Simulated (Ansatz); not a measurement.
One change: `B[CH2][GeH2][F]` becomes `B[CH2][GeH3]`.

Ansatz, PBE0-D4/def2-TZVP geometries, multiplicity 1. Each molecule was computed in one conformer, which needn't be the lowest.

Scalar relativity is left out up to krypton.

```csv
property,`B[CH2][GeH2][F]`
LUMO energy (B3LYP/def2-TZVPP) / eV,-2.01
size of the dipole moment (PBE/def2-TZVPP) / D,1.03
HOMO–LUMO gap (B3LYP/def2-TZVPP) / eV,6.88
HOMO energy (PBE0/def2-TZVPP) / eV,-9.13
size of the dipole moment (ωB97M-V/def2-TZVPP) / D,1.31
LUMO energy (PBE0/def2-TZVPP) / eV,-1.78
```

**Question.** Give the same properties after the change, and the shifts. (Estimate.)

**Answer.** Ansatz gave: 
```csv
property,`B[CH2][GeH3]`,shift
LUMO energy (B3LYP/def2-TZVPP) / eV,-1.48,0.53
size of the dipole moment (PBE/def2-TZVPP) / D,1.15,0.12
HOMO–LUMO gap (B3LYP/def2-TZVPP) / eV,7.09,0.21
HOMO energy (PBE0/def2-TZVPP) / eV,-8.80,0.33
size of the dipole moment (ωB97M-V/def2-TZVPP) / D,1.03,-0.28
LUMO energy (PBE0/def2-TZVPP) / eV,-1.26,0.52
```

With PBE0 the HOMO rises by 0.33 eV and the LUMO rises by 0.52 eV, so the gap widens by about 0.19 eV. PBE moves the HOMO by 0.22 eV and ωB97M-V by 0.34 eV. Dipoles are sizes alone; their direction can turn.

B3LYP here is the variant with VWN-RPA as its local correlation; programs differ in this.
